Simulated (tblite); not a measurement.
Species: C₄H₅F₂OS (doublet state).
Cartesian coordinates in Å at the GFN2-xTB level; atoms count from 1:
```xyz
13
C4H5F2OS angstrom
F      2.8908   -0.3563   -0.0855
C      2.0860    0.7000   -0.3702
F      2.7991    1.5248   -1.1386
O      0.9879    0.3135   -1.0626
C      0.0587   -0.4273   -0.3215
C     -1.1949   -0.7087   -1.0471
C     -2.2017   -0.2477   -0.0666
S     -0.8937    0.5034    0.9946
H      1.8535    1.2041    0.5893
H      0.5482   -1.2852    0.1611
H     -1.2859   -0.6620   -2.1149
H     -2.7201   -1.0303    0.4914
H     -2.9324    0.4722   -0.4400
```

All values are computed: GFN2-xTB (tblite) harmonic vibrations without scaling, gas phase. Errors from tens to a few hundred cm⁻¹ against measured bands are possible. One conformer, not necessarily the lowest. Open shells enter through the occupations alone, without spin polarisation, and single modes of such species can be off by tens of per cent.

Harmonic wavenumbers (cm⁻¹): 51.1, 56.7, 89.5, 138.5, 279.6, 338.9, 406.2, 487.6, 502.4, 570.9, 628.6, 679.0, 726.4, 820.1, 950.9, 979.9, 1029.3, 1053.1, 1059.1, 1088.7, 1114.4, 1131.5, 1183.1, 1231.9, 1265.5, 1278.2, 1294.5, 1407.1, 2838.4, 2840.1, 2924.4, 2954.3, 3148.2.

A = 3981, B = 940.6, C = 899.2 MHz; mass 139.003 u (most abundant isotopes); point group C1, symmetry number 1; spin multiplicity 2.

Problem. What is the zero-point energy?

Solution. ½Σν̃ = 18274 cm⁻¹ = 218.61 kJ/mol.

Problem. What is S at 200 K and 1 bar for an ideal gas of classical rigid rotors and harmonic oscillators?

Solution. Translation 162.10, rotation 116.14, vibration 66.24, spin (R ln 2) 5.76: S = 350.2 J/(mol K).

Problem. And Cp and H(200 K) − H(0)?

Solution. Cp = 97.53 J/(mol K), of which vibrations give 64.28 (their classical limit is 33 R = 274.4); H(200 K) − H(0) = 13.46 kJ/mol without the zero-point energy, 6.80 from vibrations.

Problem. Which modes carry the vibrational entropy at 200 K?

Solution. 51.1 cm⁻¹: 16.68; 56.7 cm⁻¹: 15.83; 89.5 cm⁻¹: 12.12; 138.5 cm⁻¹: 8.68; 279.6 cm⁻¹: 3.78; 338.9 cm⁻¹: 2.70 J/(mol K); the other 27 give 6.45 together.

Problem. Blend soft modes into free rotors: weight 1/[1 + (100 cm⁻¹/ν̃)⁴] for the oscillator and the rest for a rotor with moment μB/(μ + B), μ = h/(8π²ν), B = 10⁻⁴⁴ kg m². What vibrational entropy results?

Solution. 59.27 J/(mol K) in place of 66.24, which changes −T·S at 200 K by +1.39 kJ/mol.

Hindered rotation and anharmonicity are outside this model. Other conformers, if any are populated, would add a mixing term that is left out. The structure is chiral; the term R ln 2 for an equal mix with its mirror image is left out.

On Arm Neoverse V2, one thread, no GPU, shared host with 96 logical CPUs at a one-minute load of 47, this took 0.29 s of wall time. This covers the Hessian and the dipole derivatives.
